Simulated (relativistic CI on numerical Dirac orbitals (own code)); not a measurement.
# Slater and spin-orbit integrals, Lu50+

These numbers are calculated, not measured: Dirac-Coulomb-Breit CI, KLI orbitals optimised for each configuration, model QED (radiative potential, 1s self-energy scaled to tabulated hydrogen-like ionisation energies), unscaled Slater integrals (own radial code, finite nucleus).

Slater integrals F^k, G^k are unscaled and averaged over j, outside the closed core [Ne]; ζ comes from projecting the Hamiltonian with its Breit term on Σ l·s of the shell.

- 3s2.3p6.3d3: F^2(3d,3d) = 581690, F^4(3d,3d) = 376100, ζ(3d) = 197120 cm⁻¹; <r>(3d) = 0.1761, <r^2>(3d) = 0.03586 (bohr units).
- 3s2.3p5.3d4: ζ(3p) = 1.4621e+06, F^2(3d,3d) = 580850, F^4(3d,3d) = 375540, F^2(3p,3d) = 500070, G^1(3p,3d) = 527920, G^3(3p,3d) = 353860, ζ(3d) = 195500 cm⁻¹; <r>(3p) = 0.1976, <r^2>(3p) = 0.04523, <r>(3d) = 0.1763, <r^2>(3d) = 0.03596 (bohr units).
- 3s.3p6.3d4: F^2(3d,3d) = 580550, F^4(3d,3d) = 375330, G^2(3s,3d) = 404710, ζ(3d) = 196360 cm⁻¹; <r>(3s) = 0.2009, <r^2>(3s) = 0.04614, <r>(3d) = 0.1764, <r^2>(3d) = 0.036 (bohr units).

Question: Give the Racah parameters of the d shell in 3s2.3p6.3d3.

Answer: B = F²/49 − 5F⁴/441 = 7607 cm⁻¹ and C = 35F⁴/441 = 29849 cm⁻¹.

Averages of the first 10 configurations, taken without configuration mixing, which lowers the lowest level and can move excited configurations by several eV; other configurations of the list can lie among them:

```json
{"Configuration": "3s2.3p6.3d3", "Parity": "even", "States": "120", "Average energy above the lowest level (eV)": "115.2"}
{"Configuration": "3s2.3p5.3d4", "Parity": "odd", "States": "1260", "Average energy above the lowest level (eV)": "527.8"}
{"Configuration": "3s.3p6.3d4", "Parity": "even", "States": "420", "Average energy above the lowest level (eV)": "920.7"}
{"Configuration": "3s2.3p6.3d2.4s", "Parity": "even", "States": "90", "Average energy above the lowest level (eV)": "1893.2"}
{"Configuration": "3s2.3p6.3d2.4p", "Parity": "odd", "States": "270", "Average energy above the lowest level (eV)": "2042.5"}
{"Configuration": "3s2.3p6.3d2.4d", "Parity": "even", "States": "450", "Average energy above the lowest level (eV)": "2207.0"}
{"Configuration": "3s2.3p5.3d3.4s", "Parity": "odd", "States": "1440", "Average energy above the lowest level (eV)": "2295.7"}
{"Configuration": "3s2.3p6.3d2.4f", "Parity": "odd", "States": "630", "Average energy above the lowest level (eV)": "2331.2"}
{"Configuration": "3s2.3p5.3d3.4p", "Parity": "even", "States": "4320", "Average energy above the lowest level (eV)": "2445.2"}
{"Configuration": "3s.3p6.3d3.4s", "Parity": "even", "States": "480", "Average energy above the lowest level (eV)": "2690.9"}
```
